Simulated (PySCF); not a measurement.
## UHF on Au+ (gold, charge +1)

Configuration: [Xe] 4f14 5d10, closed-shell 1S. All numbers are calculated (PySCF 2.14, scalar relativity through the core potential, in aug-cc-pVTZ-PP with ECP60MDF (6s6p5d3f2g, 88 functions)).

* Total energy: -134.499459 hartree
* One-electron energy: -233.1737 hartree
* Hartree (Coulomb) energy: 110.5166 hartree
* Exchange energy: -11.8424 hartree
* ⟨S²⟩: 0.0000
* ⟨L²⟩: 0.000
* Sum of ⟨r⟩: 24.26 bohr
* Sum of ⟨r²⟩: 38.94 bohr²

```csv
shell,electrons,mean orbital energy (eV),"rms radius, mean of both spins (bohr)"
5s,2,-135.23,1.01
5p,6,-82.765,1.16
5d,10,-20.780,1.70
```

Energies and moments cover only the electrons outside the core potential. Spin-orbit coupling, which splits the p, d and f shells strongly at this Z, is absent.
